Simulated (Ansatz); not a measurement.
TiO₄. The state is a singlet with charge 0. Geometry PBE0-D4/def2-SVP, basis def2-TZVP, Ansatz.

| atom | x (Å) | y (Å) | z (Å) |
| --- | --- | --- | --- |
| Ti1 | 0.6907 | 0.0901 | 0.3711 |
| O2 | -1.0910 | -0.2298 | 0.7355 |
| O3 | 1.7503 | -1.0904 | 0.4623 |
| O4 | -1.2259 | 0.7446 | -0.3307 |
| O5 | -0.1241 | 0.4855 | -1.2381 |

```csv
run,HOMO (eV),LUMO (eV)
A,-7.89,-3.00
B,-6.58,-3.59
C,-6.29,-3.72
D,-6.57,-3.96
E,-9.44,-2.24
```

The structure holds 2 bonds between oxygen atoms, so isomers without such links may lie far lower. No other spin state of charge 0 was run. Another isomer (singlet) lies 0.17 eV lower at PBE0-D4/def2-TZVP; other spin states weren't run for this one.

**Question.** The runs used CAM-B3LYP, LDA (SPW92), PBE, PBE0, r2SCAN. Estimate which is which.

**Answer.** A PBE0 (25 % exact exchange); B r2SCAN (0 % exact exchange); C PBE (0 % exact exchange); D LDA (SPW92) (0 % exact exchange); E CAM-B3LYP (range-separated). Exact exchange lowers occupied and raises empty levels; among semilocal functionals meta-GGAs tend to open the gap a little, and such runs are hard to tell apart. The gap grows from 2.57 eV (PBE) to 7.20 eV (CAM-B3LYP).
